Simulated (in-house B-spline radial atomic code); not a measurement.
Configurations of the calcium ion Ca²⁺, with energies counted from [Ne] 3s2 3p6. Computed with a radial B-spline atomic code at the basis-set limit: Dirac-Hartree-Fock, average of configuration, Fermi nucleus of rms radius 3.4776 fm. Energies include first-order Breit, QED and recoil terms.

Occupations are held fixed; configurations that lie above the ionisation limit could autoionise.

```csv
configuration,E - E(ref) (eV),highest orbital,its <r> (bohr)
[Ne] 3s2 (3p1/2)2 (3p3/2)3 7s1,45.746,7s1/2,15.24
[Ne] 3s1 3p6 (7f5/2)1,72.297,7f5/2,22.29
[Ne] 3s1 3p6 (7g7/2)1,72.315,7g7/2,21.16
[He] 2s2 (2p1/2)2 (2p3/2)3 3s2 3p6 (6g7/2)1,370.65,6g7/2,14.66
[He] 2s2 (2p1/2)1 (2p3/2)4 3s2 3p6 (6d5/2)1,373.44,6d5/2,13.71
[He] 2s2 (2p1/2)1 (2p3/2)4 3s2 3p6 (7g9/2)1,375.11,7g9/2,21.16
```

**Question.** Order these further configurations by energy, lowest first.
A. [He] 2s2 (2p1/2)2 (2p3/2)3 3s2 3p6 (6f7/2)1
B. [He] 2s2 (2p1/2)1 (2p3/2)4 3s2 3p6 (4f5/2)1
C. [He] 2s2 (2p1/2)2 (2p3/2)3 3s2 3p6 (4d3/2)1
D. [Ne] 3s2 (3p1/2)2 (3p3/2)3 (6g7/2)1
E. [He] 2s2 (2p1/2)2 (2p3/2)3 3s2 3p6 5s1

**Answer.** D (46.373 eV), C (363.39 eV), E (363.87 eV), B (369.92 eV), A (370.62 eV).

**Question.** How far above the reference does [Ne] 3s2 (3p1/2)2 (3p3/2)3 (7g9/2)1 lie?

**Answer.** 47.276 eV; its least bound orbital is 7g9/2 with <r> = 21.16 bohr.
